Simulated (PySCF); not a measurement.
BeS₂: from structure and modes to constants

Method: PySCF, PBE0, basis Be def2-TZVP, S def2-TZVP (no relativity, density fitting).

The singlet minimum has C2v symmetry. Masses (u): Be 9.01218, S 31.97207.

```xyz
3
charge 0 multiplicity 1, angstrom
Be    0.0000    0.0000   -1.2928
S     1.1230    0.0000    0.1823
S    -1.1230    0.0000    0.1823
```

Harmonic wavenumbers (cm⁻¹): 374.7 (a1, ×1), 724.4 (b2, ×1), 907.2 (a1, ×1).

(1) What is the harmonic zero-point energy?

(2) Find the vibrational entropy and heat capacity at 298.15 K.

## Answers

(1) Half the sum of all 3 wavenumbers, 2006/2 = 1003 cm⁻¹, which is 12.0 kJ/mol (1 cm⁻¹ = 0.0119627 kJ/mol).

(2) With u = 1.43878 ω/T, each mode gives S = R[u/(eᵘ−1) − ln(1−e⁻ᵘ)] and C = R u² eᵘ/(eᵘ−1)².
```csv
ω (cm⁻¹),u,S (J/(mol K)),C (J/(mol K))
374.7,1.808,4.44,6.38
724.4,3.496,1.17,3.28
907.2,4.378,0.57,2.05
```
The sums over all modes are S = 6.2 and C = 11.7 J/(mol K); the softest mode gives 72 % of the entropy.

This need not be the most stable arrangement of these atoms.
